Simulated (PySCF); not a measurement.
Molfile (atoms numbered from 1):
```
C2H11ClOSi4
     RDKit          3D

 19 18  0  0  0  0  0  0  0  0999 V2000
   -3.1189    0.1272   -0.3698 C   0  0  0  0  0  0  0  0  0  0  0  0
   -1.6335    0.0629   -0.2137 C   0  0  0  0  0  0  0  0  0  0  0  0
   -0.8880   -0.1713   -1.1492 O   0  0  0  0  0  0  0  0  0  0  0  0
   -0.7817    0.3451    1.4866 Si  0  0  0  0  0  4  0  0  0  0  0  0
    1.3561    0.0261    0.5903 Si  0  0  0  0  0  4  0  0  0  0  0  0
    1.7303   -2.1846   -0.1170 Si  0  0  0  0  0  4  0  0  0  0  0  0
    1.9878    1.7359   -0.8956 Si  0  0  0  0  0  4  0  0  0  0  0  0
    2.6500    0.2728    2.2598 Cl  0  0  0  0  0  0  0  0  0  0  0  0
   -3.5715   -0.6085    0.2914 H   0  0  0  0  0  0  0  0  0  0  0  0
   -3.4275   -0.0562   -1.3968 H   0  0  0  0  0  0  0  0  0  0  0  0
   -3.4600    1.1091   -0.0492 H   0  0  0  0  0  0  0  0  0  0  0  0
   -1.2580    1.6510    1.9730 H   0  0  0  0  0  0  0  0  0  0  0  0
   -1.4070   -0.6044    2.4228 H   0  0  0  0  0  0  0  0  0  0  0  0
    3.1538   -2.4955   -0.2851 H   0  0  0  0  0  0  0  0  0  0  0  0
    1.2049   -3.1763    0.8320 H   0  0  0  0  0  0  0  0  0  0  0  0
    1.0713   -2.4206   -1.3986 H   0  0  0  0  0  0  0  0  0  0  0  0
    1.6126    3.0714   -0.4100 H   0  0  0  0  0  0  0  0  0  0  0  0
    1.3348    1.5459   -2.1879 H   0  0  0  0  0  0  0  0  0  0  0  0
    3.4349    1.7794   -1.1307 H   0  0  0  0  0  0  0  0  0  0  0  0
  1  2  1  0
  2  3  2  0
  2  4  1  0
  4  5  1  0
  5  6  1  0
  5  7  1  0
  5  8  1  0
  1  9  1  0
  1 10  1  0
  1 11  1  0
  4 12  1  0
  4 13  1  0
  6 14  1  0
  6 15  1  0
  6 16  1  0
  7 17  1  0
  7 18  1  0
  7 19  1  0
M  END
```

[PySCF 2.14.0 with density-fitted response routines: structure optimised with GFN2-xTB; shieldings: GIAO PBE0/pcSseg-1; rapidly exchanging positions averaged; no solvent; one computed conformer; no relativistic terms]

References, each an isolated molecule treated in the same way: ¹³C (σref 186.93), ¹H (σref 31.72), ²⁹Si (σref 349.16) against TMS; ¹⁷O (σref 336.08) against H2O; ³⁵Cl (σref 949.78) vs HCl.

| atoms | nucleus | count | δ (ppm) |
| --- | --- | --- | --- |
| H14/H15/H16/H17/H18/H19 | ¹H | 6 | 3.88 |
| O3 | ¹⁷O | 1 | ? |
| C1 | ¹³C | 1 | 40.5 |
| Cl8 | ³⁵Cl | 1 | -97 |
| Si5 | ²⁹Si | 1 | -18.5 |
| H12/H13 | ¹H | 2 | ? |
| H9/H10/H11 | ¹H | 3 | 2.50 |
| Si4 | ²⁹Si | 1 | ? |
| C2 | ¹³C | 1 | 258.5 |
| Si6/Si7 | ²⁹Si | 2 | -95.8 |

Task: Estimate the values marked ?.

Result: 
- H12/H13: 4.94 ppm, hydrogen on a silicon bonded to C, Si
- O3: 841.4 ppm, carbonyl oxygen
- Si4: -57.5 ppm, silicon bonded to C, Si, 2 H

Shifts are as computed. Against solution values, carbons near 30 ppm lie about +3 ppm off and those near 130 ppm about +5 ppm. Of 1309 compounds with measured shifts, 239 miss one by over three times the rms of a fit or turn the order of signals round; such compounds aren't used in these exercises. Unscaled 17O shifts of doubly bonded oxygen tend to come out too high, by tens of ppm or more. Experimental scales use liquid or dissolved standards, which lie at an offset from isolated H2O (liquid H2O: subtract about 36 ppm).
